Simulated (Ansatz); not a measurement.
Ansatz (a first-principles code) input file for C₂H₃O₃, SMILES COC([O])=O, multiplicity 2, B3LYP-D3(BJ)/def2-SVP. 

Ansatz 0.2 input:
```yaml
crystal:
  periodic: [false, false, false]
  atoms:
    - {symbol: C, position_ang: [-0.03096815, -1.73431038, -0.00000000]}
    - {symbol: O, position_ang: [0.75679315, -0.56097259, 0.00000000]}
    - {symbol: C, position_ang: [0.03881830, 0.55753928, 0.00000000]}
    - {symbol: O, position_ang: [0.54037428, 1.67907872, -0.00000000]}
    - {symbol: O, position_ang: [-1.21111525, 0.52019680, 0.00000000]}
    - {symbol: H, position_ang: [-1.09501804, -1.42178421, -0.00000001]}
    - {symbol: H, position_ang: [0.17974985, -2.31200630, 0.90053345]}
    - {symbol: H, position_ang: [0.17974986, -2.31200631, -0.90053345]}
basis:
  gaussian:
    orbitals: def2-SVP
hamiltonian:
  xc: b3lyp
  dispersion: d3bj
magnetization: {spin_polarized: true, initial_magnetization: 1}
relax: {f_tol: 0.002, max_steps: 200}
```

Program output:

```
WARN ansatz: RAYON_NUM_THREADS=1 ignored (pool sized by the plan → 1); use --threads N
Functional definition: B3LYP
integrals: 0.03 GiB planned
919 factors; integrals over basis functions are off by at most 4.3e-4 eV
mean field: 0.44 GiB planned
mean field evaluation 1: about -8251.4756 eV, gradient 3.4e1 eV
mean field evaluation 2: about -8249.3835 eV, gradient 4.3e1 eV
mean field evaluation 4: about -8255.7136 eV, gradient 6.7e0 eV
mean field evaluation 8: about -8255.9127 eV, gradient 1.4e-1 eV
mean field evaluation 16: about -8255.9128 eV, gradient 2.8e-4 eV
mean field -8255.91279135 eV, -303.3991990236 hartree, gradient 4.9e-5 eV, S^2 0.756306; 1 other end points of the search recorded, 0 dependent functions left out
the calculation of the forces begins
reference -8255.91296949 eV, -303.3992055698 hartree; 20, 19 occupied and 65, 66 virtual orbitals, 919 factors
relax step   1: F+E_penalty+E_count = -8256.12242136 eV  Δ(F+E_penalty+E_count) = +0.000e0 eV  max|allowed force component| = 1.128e0 eV/Å  Δτ_max = 0.0000 Å  (42 SCF iters, accepted)
these checks for a lower state are left out or cut short: starts, cluster_reference, orbital_swaps, neighbouring_geometries, increment
integrals: 0.03 GiB planned
919 factors; integrals over basis functions are off by at most 5.5e-4 eV
mean field: 0.43 GiB planned
mean field -8255.99882992 eV, -303.4023608827 hartree, gradient 1.0e-5 eV, S^2 0.756437; 0 other end points of the search recorded, 0 dependent functions left out
the calculation of the forces begins
reference -8255.99900970 eV, -303.4023674892 hartree; 20, 19 occupied and 65, 66 virtual orbitals, 919 factors
relax step   2: F+E_penalty+E_count = -8256.20607794 eV  Δ(F+E_penalty+E_count) = -8.366e-2 eV  max|allowed force component| = 7.506e-1 eV/Å  Δτ_max = 0.0857 Å  (42 SCF iters, accepted)
these checks for a lower state are left out or cut short: starts, cluster_reference, orbital_swaps, neighbouring_geometries, increment
integrals: 0.03 GiB planned
919 factors; integrals over basis functions are off by at most 5.2e-4 eV
mean field: 0.43 GiB planned
mean field evaluation 32: about -8255.8861 eV, gradient 4.2e0 eV
mean field -8256.03624486 eV, -303.4037358561 hartree, gradient 1.8e-5 eV, S^2 0.756430; 0 other end points of the search recorded, 0 dependent functions left out
the calculation of the forces begins
reference -8256.03642584 eV, -303.4037425070 hartree; 20, 19 occupied and 65, 66 virtual orbitals, 919 factors
relax step   3: F+E_penalty+E_count = -8256.24107082 eV  Δ(F+E_penalty+E_count) = -3.499e-2 eV  max|allowed force component| = 5.644e-1 eV/Å  Δτ_max = 0.0893 Å  (42 SCF iters, accepted)
these checks for a lower state are left out or cut short: starts, cluster_reference, orbital_swaps, neighbouring_geometries, increment
integrals: 0.03 GiB planned
919 factors; integrals over basis functions are off by at most 5.1e-4 eV
mean field: 0.43 GiB planned
mean field -8256.02828753 eV, -303.4034434296 hartree, gradient 2.6e-5 eV, S^2 0.756123; 0 other end points of the search recorded, 0 dependent functions left out
the calculation of the forces begins
reference -8256.02846795 eV, -303.4034500602 hartree; 20, 19 occupied and 65, 66 virtual orbitals, 919 factors
relax step   4: F+E_penalty+E_count = -8256.23373638 eV  Δ(F+E_penalty+E_count) = +7.334e-3 eV  max|allowed force component| = 6.023e-1 eV/Å  Δτ_max = 0.0377 Å  (40 SCF iters, rejected (line search))
these checks for a lower state are left out or cut short: starts, cluster_reference, orbital_swaps, neighbouring_geometries, increment
integrals: 0.03 GiB planned
919 factors; integrals over basis functions are off by at most 5.1e-4 eV
mean field: 0.43 GiB planned
mean field -8256.04384868 eV, -303.4040152916 hartree, gradient 2.4e-5 eV, S^2 0.756248; 0 other end points of the search recorded, 0 dependent functions left out
the calculation of the forces begins
reference -8256.04402958 eV, -303.4040219396 hartree; 20, 19 occupied and 65, 66 virtual orbitals, 919 factors
relax step   5: F+E_penalty+E_count = -8256.24858789 eV  Δ(F+E_penalty+E_count) = -7.517e-3 eV  max|allowed force component| = 4.798e-2 eV/Å  Δτ_max = 0.0184 Å  (40 SCF iters, accepted)
these checks for a lower state are left out or cut short: starts, cluster_reference, orbital_swaps, neighbouring_geometries, increment
integrals: 0.03 GiB planned
919 factors; integrals over basis functions are off by at most 5.1e-4 eV
mean field: 0.43 GiB planned
mean field -8256.04393145 eV, -303.4040183333 hartree, gradient 1.3e-5 eV, S^2 0.756236; 0 other end points of the search recorded, 0 dependent functions left out
the calculation of the forces begins
reference -8256.04411235 eV, -303.4040249813 hartree; 20, 19 occupied and 65, 66 virtual orbitals, 919 factors
relax step   6: F+E_penalty+E_count = -8256.24870768 eV  Δ(F+E_penalty+E_count) = -1.198e-4 eV  max|allowed force component| = 3.346e-2 eV/Å  Δτ_max = 0.0040 Å  (35 SCF iters, accepted)
these checks for a lower state are left out or cut short: starts, cluster_reference, orbital_swaps, neighbouring_geometries, increment
integrals: 0.03 GiB planned
919 factors; integrals over basis functions are off by at most 5.1e-4 eV
mean field: 0.43 GiB planned
mean field evaluation 64: about -8256.0440 eV, gradient 9.1e-2 eV
mean field -8256.04403404 eV, -303.4040221034 hartree, gradient 2.5e-5 eV, S^2 0.756244; 0 other end points of the search recorded, 0 dependent functions left out
the calculation of the forces begins
reference -8256.04421493 eV, -303.4040287509 hartree; 20, 19 occupied and 65, 66 virtual orbitals, 919 factors
relax step   7: F+E_penalty+E_count = -8256.24875345 eV  Δ(F+E_penalty+E_count) = -4.577e-5 eV  max|allowed force component| = 2.262e-2 eV/Å  Δτ_max = 0.0015 Å  (34 SCF iters, accepted)
these checks for a lower state are left out or cut short: starts, cluster_reference, orbital_swaps, neighbouring_geometries, increment
integrals: 0.03 GiB planned
919 factors; integrals over basis functions are off by at most 5.1e-4 eV
mean field: 0.43 GiB planned
mean field -8256.04402852 eV, -303.4040219006 hartree, gradient 3.6e-5 eV, S^2 0.756243; 0 other end points of the search recorded, 0 dependent functions left out
the calculation of the forces begins
reference -8256.04420941 eV, -303.4040285481 hartree; 20, 19 occupied and 65, 66 virtual orbitals, 919 factors
relax step   8: F+E_penalty+E_count = -8256.24875741 eV  Δ(F+E_penalty+E_count) = -3.957e-6 eV  max|allowed force component| = 3.391e-3 eV/Å  Δτ_max = 0.0005 Å  (30 SCF iters, accepted)
these checks for a lower state are left out or cut short: starts, cluster_reference, orbital_swaps, neighbouring_geometries, increment
integrals: 0.03 GiB planned
919 factors; integrals over basis functions are off by at most 5.1e-4 eV
mean field: 0.43 GiB planned
mean field -8256.04402770 eV, -303.4040218705 hartree, gradient 2.0e-5 eV, S^2 0.756242; 0 other end points of the search recorded, 0 dependent functions left out
the calculation of the forces begins
reference -8256.04420859 eV, -303.4040285181 hartree; 20, 19 occupied and 65, 66 virtual orbitals, 919 factors
relax step   9: F+E_penalty+E_count = -8256.24875783 eV  Δ(F+E_penalty+E_count) = -4.207e-7 eV  max|allowed force component| = 4.175e-4 eV/Å  Δτ_max = 0.0002 Å  (28 SCF iters, accepted)
integrals: 0.03 GiB planned
919 factors; integrals over basis functions are off by at most 5.1e-4 eV
mean field: 0.43 GiB planned
mean field evaluation 96: about -8256.0440 eV, gradient 4.2e-4 eV
mean field -8256.04402770 eV, -303.4040218705 hartree, gradient 2.0e-5 eV, S^2 0.756242; 2 other end points of the search recorded, 0 dependent functions left out
the calculation of the forces begins
reference -8256.04420859 eV, -303.4040285181 hartree; 20, 19 occupied and 65, 66 virtual orbitals, 919 factors
Total energy: -8256.24893872 eV, -303.4115522114 hartree
Atom 0 at    -0.051459    -1.771894    -0.000000 Å, force     0.000006     0.000098     0.000000 eV/Å
Atom 1 at     0.676992    -0.534010    -0.000000 Å, force     0.000080    -0.000418     0.000000 eV/Å
Atom 2 at    -0.000081     0.598227     0.000000 Å, force    -0.000023     0.000400     0.000000 eV/Å
Atom 3 at     0.633282     1.687894     0.000000 Å, force    -0.000028    -0.000100    -0.000000 eV/Å
Atom 4 at    -1.239648     0.698663     0.000000 Å, force    -0.000260     0.000085    -0.000000 eV/Å
Atom 5 at    -1.135006    -1.594795    -0.000000 Å, force     0.000063     0.000221     0.000000 eV/Å
Atom 6 at     0.237152    -2.334174     0.898632 Å, force     0.000081    -0.000143    -0.000076 eV/Å
Atom 7 at     0.237152    -2.334174    -0.898632 Å, force     0.000081    -0.000143     0.000076 eV/Å
Dipole moment:     0.007083    -0.720771    -0.000000 e Å
```

The calculation finished and met its thresholds.
